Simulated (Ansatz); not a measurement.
Basis-set extrapolation for C2H4O2Si (`O=C1C[SiH]1O`) (PBE0-D4/def2-TZVP geometry, frozen core, Ansatz 0.2.0). Multiplicity 1, RHF reference.

```json
{"": "HF", "def2-TZVPP": "-516.798756", "def2-QZVPP": "-516.818491"}
{"": "MP2 correlation", "def2-TZVPP": "-0.905051", "def2-QZVPP": "-0.972756"}
{"": "CCSD(T) correlation", "def2-TZVPP": "-0.967308", "def2-QZVPP": "not run"}
```

Energies in hartree. Use E(X) = E(∞) + A·exp(−7.88·√X) for Hartree–Fock and E(X) = E(∞) + B·X^(−2.97) for correlation, with X = 3 and 4, and add CCSD(T) minus MP2 of the smaller set to the MP2 limit.

What is the CCSD(T) energy at the basis-set limit?

HF limit: -516.818491 + (-0.019735) × 0.13774 = -516.82121. MP2 limit: -0.972756 + (-0.067705) × 0.74074 = -1.02291. Higher-order term: -0.967308 − (-0.905051) = -0.06226. Total: -517.90638 hartree, 368.4 kJ/mol below CCSD(T)/def2-TZVPP.
